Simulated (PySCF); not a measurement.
Gas-phase reaction: 2 In(CH3)3.NH3 → 2 InH3 + 2 C3H8 + N2H2

Computed with PySCF and rigid-rotor harmonic-oscillator thermochemistry at 1 bar. † marks an energy on the PBE0/def2-TZVP geometry and frequencies. All species are closed-shell singlets. B3LYP is the form with VWN-RPA correlation. In: scalar-relativistic def2 core potential, no spin-orbit coupling. Adducts (In(CH3)3.NH3) have no counterpoise correction, and HF, PBE, BLYP, B3LYP and PBE0 lack dispersion. In(CH3)3.NH3, InH3: computed as isolated molecules; such fragments, hydroxides, amides, oligomers or adducts are transient or little studied in the gas.

B3LYP/def2-TZVP† gives ΔH°(298 K) = 366 kJ.

Problem. What do HF/def2-TZVP†, PBE0/def2-SVP†, ωB97M-V/def2-TZVP† give?

Solution. HF/def2-TZVP†: 305 kJ; PBE0/def2-SVP†: 379 kJ; ωB97M-V/def2-TZVP†: 422 kJ. For scale, ΔH°(298 K) is 366 kJ at this level, 422 kJ at ωB97M-V/def2-TZVP†, and runs from 305 to 508 kJ over the 14 levels computed.
